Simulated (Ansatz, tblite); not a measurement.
Cost and result up the ladder for `c1ccc(-c2ccc(-c3ccc(-c4ccc(-c5ccc(-c6ccc(-c7ccc(-c8ccc(-c9ccc(-c%10cccnc%10)nc9)nc8)nc7)nc6)nc5)nc4)nc3)nc2)nc1` (92 atoms). Charge 0, multiplicity 1. Geometry: PBE-D4/def2-SVP.

```xyz
92

C    -8.824  -10.951  -14.666
C    -7.425  -10.985  -14.582
C    -6.789  -10.277  -13.556
C    -7.573   -9.545  -12.634
C    -6.971   -8.770  -11.520
C    -5.583   -8.604  -11.339
C    -5.106   -7.862  -10.258
C    -6.026   -7.281   -9.356
C    -5.603   -6.484   -8.182
C    -6.563   -6.030   -7.252
C    -6.157   -5.297   -6.139
C    -4.782   -5.018   -5.954
C    -4.274   -4.268   -4.784
C    -5.067   -3.938   -3.665
C    -4.505   -3.237   -2.599
C    -3.141   -2.868   -2.652
C    -2.477   -2.131   -1.554
C    -3.055   -1.936   -0.283
C    -2.361   -1.222    0.693
C    -1.081   -0.701    0.394
C    -0.294    0.078    1.376
C    -0.638    0.194    2.739
C     0.149    0.969    3.591
C     1.287    1.631    3.074
C     2.157    2.491    3.907
C     3.216    3.215    3.316
C     4.014    4.043    4.103
C     3.751    4.148    5.490
C     4.531    5.026    6.391
C     4.220    5.088    7.767
C     4.948    5.927    8.607
C     5.995    6.712    8.068
C     6.809    7.637    8.890
C     7.800    8.441    8.287
C     8.554    9.316    9.066
C     8.314    9.389   10.459
C     9.064   10.302   11.358
C     8.810   10.288   12.747
C     9.522   11.153   13.581
C    10.474   12.011   13.004
N    10.732   12.046   11.687
C    10.042   11.213   10.897
N     7.373    8.613   11.042
C     6.657    7.778   10.289
N     6.298    6.654    6.751
C     5.597    5.848    5.955
N     2.750    3.440    6.063
C     1.994    2.650    5.303
N     1.627    1.515    1.768
C     0.873    0.769    0.963
N    -0.522   -0.882   -0.825
C    -1.190   -1.569   -1.751
N    -2.378   -3.170   -3.729
C    -2.922   -3.841   -4.742
N    -3.862   -5.429   -6.856
C    -4.259   -6.126   -7.919
N    -7.360   -7.438   -9.524
C    -7.806   -8.148  -10.559
N    -8.922   -9.521  -12.720
C    -9.520  -10.201  -13.702
H    -9.367  -11.492  -15.455
H    -6.832  -11.561  -15.308
H    -5.694  -10.302  -13.473
H    -4.863   -9.050  -12.041
H    -4.023   -7.743  -10.116
H    -7.619   -6.271   -7.440
H    -6.908   -4.935   -5.423
H    -6.125   -4.235   -3.616
H    -5.129   -2.971   -1.734
H    -4.046   -2.351   -0.044
H    -2.819   -1.065    1.680
H    -1.518   -0.326    3.146
H    -0.125    1.060    4.650
H     3.378    3.104    2.234
H     4.834    4.609    3.639
H     3.396    4.463    8.140
H     4.698    5.977    9.676
H     7.951    8.350    7.201
H     9.325    9.939    8.593
H     8.050    9.590   13.127
H     9.348   11.165   14.668
H    11.056   12.705   13.638
H    10.282   11.277    9.821
H     5.911    7.173   10.835
H     5.900    5.854    4.893
H     1.203    2.097    5.840
H     1.175    0.691   -0.095
H    -0.708   -1.705   -2.733
H    -2.276   -4.078   -5.603
H    -3.457   -6.420   -8.618
H    -8.897   -8.257  -10.672
H   -10.624  -10.150  -13.729
```

Ansatz on 11 threads of AMD EPYC 7R13 on a shared host and a whole NVIDIA H100 80GB HBM3; xTB runs through tblite on one thread. Times are rough, summed over both states, and most runs start from the orbitals of an earlier one. PBE0-D4/def2-TZVP serves as the yardstick here, not as an exact answer. The other state is a triplet.

The xTB rows come from tblite. Single mean-field runs in def2-TZVP are fitted with def2-universal-jkfit.

xTB has no spin-polarisation term.

```json
{"level": "GFN1-xTB", "functions": "304", "wall time": "1.8 s"}
{"level": "GFN2-xTB", "functions": "272", "wall time": "1.8 s"}
{"level": "PBE-D4/def2-TZVP", "functions": "2052", "wall time": "45 s"}
{"level": "PBE0-D4/def2-TZVP (with forces)", "functions": "2052", "wall time": "1.7 min"}
```

Task: Estimate what each level gives for the vertical triplet (eV).

Result: 
```
                          level  vertical triplet (eV)  difference from PBE0-D4/def2-TZVP (eV)
                       GFN1-xTB                   2.10                                   -0.45
                       GFN2-xTB                   1.76                                   -0.80
               PBE-D4/def2-TZVP                   2.02                                   -0.54
PBE0-D4/def2-TZVP (with forces)                   2.55                                    0.00
```
